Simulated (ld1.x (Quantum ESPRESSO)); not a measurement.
## PBEsol PAW dataset for beryllium, scalar-relativistic all-electron reference.

beryllium, PAW, made with ld1.x (Quantum ESPRESSO) 7.5 (PBEsol, scalar-relativistic). Core [He], reference 2s1.75 2p0.25. Waves: 2s (bound): rcut 2.10, rcutus 2.40 bohr; 2s channel at -0.1 Ry: rcut 2.10, rcutus 2.40 bohr; 2p (bound): rcut 2.15, rcutus 2.80 bohr; 2p channel at 2.5 Ry: rcut 2.15, rcutus 2.80 bohr; 3d channel at 0.15 Ry: rcut 1.85, rcutus 2.50 bohr. Local part: all-electron potential smoothed inside 2.80 bohr (lloc = -2). Core correction: Bessel-smoothed model core inside 2.45 bohr. Augmentation charge: PSQ, inside the norm-conserving radii.

All-electron outer shells of the reference configuration (PBEsol, scalar-relativistic, ld1.x):

```json
{"shell": "1s", "level (eV)": "-105.84", "outermost node (bohr)": "–", "outermost maximum (bohr)": "0.27"}
{"shell": "2s", "level (eV)": "-5.70", "outermost node (bohr)": "0.60", "outermost maximum (bohr)": "2.04"}
{"shell": "2p", "level (eV)": "-2.11", "outermost node (bohr)": "–", "outermost maximum (bohr)": "2.31"}
```

(1) Estimate the cutoffs (Ry, on a coarse ladder) from which the occupation-weighted sum of valence levels, in a spherical-Bessel basis at the reference potential, stays within 10 and 1 mRy of its value at 400 Ry.

(2) What does a ghost test show?

(3) Is the overlap operator S = 1 + Σ q|β⟩⟨β| positive definite (Bessel basis up to 400 Ry)?

(4) Tests: 2s2 2p0; 2s1 2p0; 2s1.5 2p0; 2s1 2p1; 2s0 2p2; 2s0 2p1. Which has the largest error in its energy relative to the reference configuration, and how large is it?

Answers

(1) 6 Ry and 6 Ry.

(2) No extra level below or beside the all-electron valence levels (s, p, d, f tested).

(3) Yes: its lowest eigenvalue is 0.57 (s channel).

(4) 2s0 2p1, with -3.3 meV (all-electron minus pseudo) on +12.47 eV.
